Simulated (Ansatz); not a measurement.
A nudged elastic band was laid between two geometries of a periodic cell of 17 atoms, Ba₁₆C (host Ba, host structure bcc, interstitial C).

Level of theory: DFT PBE, scalar-relativistic, plane waves, PAW (Ansatz). Settings: cutoff 420 eV, k mesh 2x2x2, gaussian smearing 0.15 eV, no spin polarisation.

```json
{"movable images": "6", "climbing image": "from the first iteration", "spring": "5.0 eV/Å²", "optimiser": "quadratic models (default)", "start path": "default", "force threshold": "0.05 eV/Å", "iteration limit": "26", "end points": "relaxed"}
```

First end point:

```xyz
17
Lattice="10.0400 0.0000 0.0000 0.0000 10.0400 0.0000 0.0000 0.0000 10.0400" Properties=species:S:1:pos:R:3
Ba 0.208 -0.001 0.132
Ba 4.893 -0.002 0.094
Ba -0.098 5.018 -0.113
Ba 0.206 -0.001 4.879
Ba 2.319 2.383 2.507
Ba 5.075 5.018 0.065
Ba 4.894 -0.002 4.920
Ba 7.645 2.421 2.506
Ba -0.099 5.018 5.126
Ba 2.318 7.653 2.507
Ba 2.611 2.619 7.526
Ba 5.077 5.018 4.948
Ba 7.645 7.616 2.506
Ba 7.478 2.431 7.527
Ba 2.610 7.418 7.526
Ba 7.479 7.605 7.527
C 1.279 -0.002 2.506
```

Last end point:

```xyz
17
Lattice="10.0400 0.0000 0.0000 0.0000 10.0400 0.0000 0.0000 0.0000 10.0400" Properties=species:S:1:pos:R:3
Ba 0.001 0.231 0.113
Ba 5.022 -0.111 -0.130
Ba 0.002 4.867 0.109
Ba 0.001 0.227 4.899
Ba 2.400 2.288 2.508
Ba 5.022 5.085 0.082
Ba 5.022 -0.112 5.141
Ba 7.643 2.289 2.507
Ba 0.002 4.867 4.903
Ba 2.403 7.675 2.505
Ba 2.639 2.621 7.525
Ba 5.022 5.087 4.931
Ba 7.640 7.675 2.505
Ba 7.405 2.621 7.525
Ba 2.422 7.466 7.526
Ba 7.621 7.465 7.526
C 0.001 1.267 2.507
```

(1) What changes between the two ends?

(2) Give the energies along the band, and the barrier.

Results:

(1) Contacts lost: Ba10–C17. Contacts made: Ba8–C17. The atom that moves furthest is C17, by 1.80 Å.

(2) The run converged. The highest image is number 7 of 0 to 7, 0.000 eV above the ends, which have the same energy within 2 meV. The highest image is an end point: on this band no image between the ends rises above it. Inner images lie up to 0.003 eV below the lower end, so the ends aren't the lowest states on this path. Limits of this set-up: coarse k mesh.

```json
{"image": "0", "path coordinate (Å)": "0.00", "energy (eV)": "0.000", "Ba10–C17 (Å)": "2.60", "Ba8–C17 (Å)": "4.40"}
{"image": "1", "path coordinate (Å)": "0.42", "energy (eV)": "-0.002", "Ba10–C17 (Å)": "2.63", "Ba8–C17 (Å)": "4.05"}
{"image": "2", "path coordinate (Å)": "0.85", "energy (eV)": "-0.003", "Ba10–C17 (Å)": "2.67", "Ba8–C17 (Å)": "3.67"}
{"image": "3", "path coordinate (Å)": "1.27", "energy (eV)": "-0.003", "Ba10–C17 (Å)": "2.79", "Ba8–C17 (Å)": "3.15"}
{"image": "4", "path coordinate (Å)": "1.69", "energy (eV)": "-0.002", "Ba10–C17 (Å)": "3.21", "Ba8–C17 (Å)": "2.77"}
{"image": "5", "path coordinate (Å)": "2.10", "energy (eV)": "-0.003", "Ba10–C17 (Å)": "3.71", "Ba8–C17 (Å)": "2.67"}
{"image": "6", "path coordinate (Å)": "2.51", "energy (eV)": "-0.002", "Ba10–C17 (Å)": "4.05", "Ba8–C17 (Å)": "2.63"}
{"image": "7", "path coordinate (Å)": "2.91", "energy (eV)": "0.000", "Ba10–C17 (Å)": "4.35", "Ba8–C17 (Å)": "2.61"}
```

Time of the run: 10 min on 4 threads of Arm Neoverse V2, with other jobs on the host, peak memory 5.6 GiB.
